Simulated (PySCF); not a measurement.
C₅H₉FO₂Si.
Atom-mapped SMILES: `[F:1]/[C:2]1=[CH:3]/[O:4][CH2:5][SiH2:6][O:7][CH2:8][CH2:9]1`

Structure used (GFN2-xTB), in Å, numbered top down from 1:
```
atom  x, y, z in Å
F1    -2.5526    0.8477    0.8587
C2    -1.3579    0.7586    0.1815
C3    -0.5108    1.7523    0.4479
O4     0.7364    2.0205    0.0338
C5     1.5206    1.0051   -0.5853
Si6    1.7042   -0.5710    0.5091
O7     0.6071   -1.7070    0.1730
C8    -0.7867   -1.6968    0.0884
C9    -1.3225   -0.4712   -0.6673
H10   -0.8615    2.5376    1.1081
H11    2.4915    1.4839   -0.7218
H12    1.1365    0.7862   -1.5864
H13    2.9033   -1.3035    0.1362
H14    1.6487   -0.0956    1.8926
H15   -1.0725   -2.6108   -0.4427
H16   -1.2177   -1.7263    1.0958
H17   -0.7240   -0.3233   -1.5638
H18   -2.3507   -0.6802   -0.9696
```

NICS = −σ at a ghost point: NICS(0) at the centroid of the ring atoms, NICS(1) 1 Å to either side along the normal of their mean plane, zz for the tensor component along that normal. Level: GIAO PBE0/pcSseg-1 (PySCF, non-relativistic, gas phase) on the GFN2-xTB geometry, one conformer.

Ring bond lengths (Å), with Mayer bond orders in brackets: C2–C3 1.333 (1.75), C3–O4 1.341 (1.06), O4–C5 1.425 (0.85), C5–Si6 1.928 (0.85), Si6–O7 1.615 (1.00), O7–C8 1.396 (0.88), C8–C9 1.536 (1.02), C9–C2 1.495 (1.02).

Give the NICS values of each ring in ppm.

```json
{"ring": "C2–C3–O4–C5–Si6–O7–C8–C9", "type": "8-membered ring with 2 O and Si; formal bonds 1 double, 7 single", "NICS(0)": "-2.8", "NICS(1), two faces": "-3.0 / -1.8", "NICS(1)zz, two faces": "-1.0 / 1.5", "rms pucker (Å)": "0.40", "centre to ring atoms, mean (Å)": "1.82"}
```

What do they say, and how far can they be read as aromaticity?

- C2–C3–O4–C5–Si6–O7–C8–C9: mean NICS(1)zz 0.3 ppm, near zero. C5, Si6, C8, C9 have four or more neighbours, and the NICS criterion for π rings isn't applied.

At the first NICS(1) probe listed for ring C2–C3–O4–C5–Si6–O7–C8–C9, 1 Å off the ring, what do the in-plane components average?

The isotropic value is a third of the trace: (3 × -3.0 − (-1.0))/2 = -4.0 ppm.
